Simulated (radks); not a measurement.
Problem. The mean radii <r> (bohr) of the occupied orbitals of an atom or ion are listed with their occupations. Calculated with a radial shooting solver on a logarithmic mesh with Libxc functionals: Dirac Kohn-Sham, BLYP, spin-unpolarised, spherical densities, point nucleus.

| orbital | occ. | <r> |
|---|---|---|
| 1s1/2 | 2 | 0.06958 |
| 2s1/2 | 2 | 0.3247 |
| 2p1/2 | 2 | 0.2878 |
| 2p3/2 | 4 | 0.2905 |
| 3s1/2 | 2 | 0.9919 |
| 3p1/2 | 1.66667 | 1.052 |
| 3p3/2 | 3.33333 | 1.060 |
| 3d3/2 | 0.8 | 1.294 |
| 3d5/2 | 1.2 | 1.297 |
| 4s1/2 | 1 | 2.821 |
| 5s1/2 | 1 | 6.525 |

Name the element and its charge. Open shells, if any, are shared by 2j + 1.

Solution. Z = 22, titanium, charge +1: Ti+ in [Ne] 3s2 3p5 3d2 4s1 5s1. The 1s radius gives Z: for a bare nucleus <r> = (2 gamma + 1)/(2Z) with gamma = sqrt(1 - (Z/c)^2), 0.06759 bohr for Z = 22, and screening makes it slightly larger (0.06958 here). The occupations add up to 21, and the charge is Z minus that.
